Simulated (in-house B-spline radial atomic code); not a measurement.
Configurations of I+, with energies counted from [Kr] 4d10 5s2 5p4. Level of theory: scalar-relativistic (X2C) B97-1, spin-polarised, spherical fractional occupations, exact exchange averaged over the configuration, Fermi nucleus of rms radius 4.75 fm; calculated with a radial B-spline atomic code at the basis-set limit. Shells without spins written out take the highest spin.

Occupations are held fixed; configurations that lie above the ionisation limit could autoionise.

```
                    configuration  E - E(ref) (eV)  highest orbital  its <r> (bohr)
            [Kr] 4d10 5s2 5p3 6d1           14.471            6d up           8.588
            [Kr] 4d10 5s2 5p3 5f1           16.098            5f up            12.5
[Ar] 3d9 4s2 4p6 4d10 4f1 5s2 5p4           635.97            4f up           7.056
[Ar] 3d9 4s2 4p6 4d10 5s2 5p4 5f1           636.92            5f up            10.8
```

**Question.** Order these further configurations by energy, lowest first.
A. [Kr] 4d10 5s1 5p4 5d1
B. [Kr] 4d9 5s2 5p4 5d1
C. [Kr] 4d9 4f1 5s2 5p4
D. [Kr] 4d9 5s2 5p4 6f1
E. [Kr] 4d9 5s2 5p4 6p1

**Answer.** A (21.498 eV), B (59.449 eV), E (61.315 eV), C (64.296 eV), D (66.07 eV).
